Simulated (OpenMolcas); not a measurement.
C, Si, Ge, Sn, Pb: ns2 np2 down the group

| Item | Value |
| --- | --- |
| Program | OpenMolcas 26.06 |
| Method | CASSCF |
| Basis | ANO-RCC-VTZP |
| Scalar Hamiltonian | DKH2, point nucleus |
| Spin-orbit coupling | state interaction with AMFI integrals over the reference wave functions, term energies averaged over their components |

Active space for each ion: 2 electrons in 3 orbitals (p).

Computed levels in cm-1 above 3P0:

```csv
Level,C,Si,Ge,Sn,Pb
3P1,15.8,67.0,475,1346,6132
3P2,47.2,197,1261,3045,9708
1D2,12660,8745,9520,10242,19608
1S0,31107,21343,22241,21507,30505
weight of 3P in the lowest level (%),100,100,100,98,90
```

Mixed levels, with the weight of the term that names them: Pb 3P2 (71 %), Pb 1D2 (71 %).

Measured, with the error of the calculation in %. Measured levels: C, Si, Ge, Sn, Pb from NIST Handbook of Basic Atomic Spectroscopic Data.

```
Level              C             Si             Ge             Sn            Pb
  3P1    16.4 (-3.8)   77.1 (-13.2)    557 (-14.8)   1692 (-20.5)  7819 (-21.6)
  3P2    43.4 (+8.8)    223 (-11.8)   1410 (-10.5)   3428 (-11.2)  10650 (-8.9)
  1D2  10193 (+24.2)   6299 (+38.8)   7125 (+33.6)   8613 (+18.9)  21458 (-8.6)
  1S0  21648 (+43.7)  15394 (+38.6)  16367 (+35.9)  17162 (+25.3)  29467 (+3.5)
```

The fine-structure level 3P2 changes by a factor of 206 from C to Pb.

Without spin-orbit coupling 1D lies 12629, 8612, 8591, 7636, 7405 cm-1 above 3P in that order; the difference to the level 1D2, of either sign, comes from spin-orbit coupling, which also lowers the zero.

With the s shell closed, the reference lacks s² → p² mixing. Without dynamic correlation excited terms often stand tens of per cent too high (terms of higher spin than the ground term too low), and those without a measured partner can miss by more than the paired ones (holds for C; Si; Ge). Computed and measured levels are paired by configuration, term and J; levels that our copy of the source lacks, or whose pairing is in doubt (as where it misses far off the trend of its configuration), stay unpaired and out of the deviations. Where the source uses jj or jK labels, the order within each J decides. Levels of configurations outside the active space are missing.
